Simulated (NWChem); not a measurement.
Molecule: CH₆BO₂P; SMILES PB(O)OC

```xyz
11

B      0.6314     0.0090     0.0440
O      1.9581    -0.2722     0.1197
H      2.1563    -1.2096     0.0618
O      0.3040     1.3203     0.0919
C     -1.0050     1.8116     0.0530
H     -1.7133     1.1635     0.5997
H     -1.0203     2.8065     0.5213
H     -1.3604     1.9175    -0.9864
P     -0.7538    -1.3794     0.0019
H      0.0458    -2.3900    -0.6123
H     -1.3537    -0.9533    -1.2207
```
Atoms are numbered in this order, from 1.

Level: PBE0/def2-SVP (NWChem), optimised geometry, unscaled harmonic frequencies. 

Problem. List the harmonic frequencies with IR intensities, and the thermochemistry.

Solution. 
| frequency (cm⁻¹) | IR intensity (km/mol) |
|---|---|
| 88 | 0.3 |
| 154 | 8.0 |
| 160 | 4.8 |
| 200 | 0.6 |
| 313 | 8.7 |
| 412 | 4.1 |
| 439 | 57.8 |
| 503 | 61.0 |
| 578 | 12.1 |
| 719 | 2.3 |
| 741 | 21.2 |
| 946 | 82.6 |
| 1091 | 30.0 |
| 1135 | 287.2 |
| 1178 | 6.0 |
| 1189 | 8.7 |
| 1308 | 179.3 |
| 1429 | 307.0 |
| 1470 | 12.3 |
| 1481 | 9.3 |
| 1516 | 173.8 |
| 2409 | 44.2 |
| 2425 | 56.1 |
| 3026 | 36.7 |
| 3111 | 27.2 |
| 3153 | 22.2 |
| 3953 | 90.5 |

```yaml
zero_point_energy: 50.2 kcal/mol
thermal correction to the enthalpy at 298.15 K (with zero-point energy): 55.3 kcal/mol
heat capacity Cv: 23.8 cal/(mol K)
entropy at 298.15 K and 1 atm (symmetry number 1): 82.4 cal/(mol K)
dipole_moment: 1.32 D
```

Rigid rotor and harmonic oscillator; modes under 100 cm⁻¹ make the entropy uncertain.
